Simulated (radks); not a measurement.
Values are calculated unless marked as measured or tabulated.
Excited configurations of Tm: one electron is placed in a higher orbital outside [Xe] 4f13 6s1. The ground configuration is [Xe] 4f13 6s2. Level of theory: scalar-relativistic Kohn-Sham, PBE, spin-polarised, spherical densities, point nucleus; open shells are filled with parallel spins first (spin-orbit coupling, left out, can overturn this in heavy ions) (a radial shooting solver on a logarithmic mesh with Libxc functionals). Excitation = E - E(ground); binding = E(ion) - E, where the ion is the core of charge +1; n* = 1/sqrt(2 binding) in atomic units, and the quantum defect is n - n*.

| outer orbital | excitation (eV) | binding (eV) | n* | quantum defect | eigenvalue (eV) | <r> (bohr) |
|---|---|---|---|---|---|---|
| 5d | 2.591 | 3.656 | 1.929 | 3.071 | -0.985 | 3.977 |
| 5f | 5.268 | 0.980 | 3.726 | 1.274 | -0.472 | 16.28 |
| 6p | 2.353 | 3.895 | 1.869 | 4.131 | -2.063 | 5.309 |
| 6d | 4.708 | 1.539 | 2.973 | 3.027 | -0.788 | 11.48 |
| 6f | 5.552 | 0.695 | 4.423 | 1.577 | -0.404 | 27.47 |
| 7p | 4.534 | 1.714 | 2.818 | 4.182 | -1.035 | 12.29 |
| 7d | 5.267 | 0.980 | 3.725 | 3.275 | -0.577 | 20.88 |
| 7f | 5.732 | 0.515 | 5.139 | 1.861 | -0.325 | 40.62 |

The Delta-SCF ionisation energy is 6.247 eV (NIST Atomic Spectra Database: 6.184 eV, measured). Self-interaction in the functional shifts the binding energies and quantum defects, so they are the method's values and not measured ones. Open shells are spherical and high-spin; term and fine-structure splittings are not resolved. Spin-orbit splitting is averaged out at the scalar-relativistic level.
